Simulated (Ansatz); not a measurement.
Basis-set series for `C[SiH](F)[S]` radical. The species carries charge 0 and has multiplicity 2. The structure was optimised at the PBE0-D4/def2-TZVP level.

Z-matrix (Å, degrees):
```
C
Si 1 1.856
H 1 1.093 2 109.4
H 1 1.091 2 110.6 3 120.0
H 1 1.092 2 110.8 3 -119.4
F 2 1.600 1 107.9 3 54.3
S 2 2.109 1 110.2 3 177.2
H 2 1.485 1 114.1 3 -63.9
```

```
functional       basis  functions  energy (Eh)  HOMO (eV)  LUMO (eV)
   PBE0-D4    def2-SVP         84   -827.37167      -7.52      -4.62
   PBE0-D4  def2-QZVPP        374   -827.81936      -7.70      -4.73
   ωB97M-V    def2-SVP         84   -827.67681      -9.72      -2.53
   ωB97M-V  def2-QZVPP        374   -828.12714      -9.93      -2.77
```

Question: Give the rows for def2-TZVPP. (Best estimate.)

Answer: Ansatz gave: 
```
functional       basis  functions  energy (Eh)  HOMO (eV)  LUMO (eV)
   PBE0-D4  def2-TZVPP        202   -827.78923      -7.67      -4.70
   ωB97M-V  def2-TZVPP        202   -828.09879      -9.89      -2.72
```

HOMO and LUMO are taken over both spins.
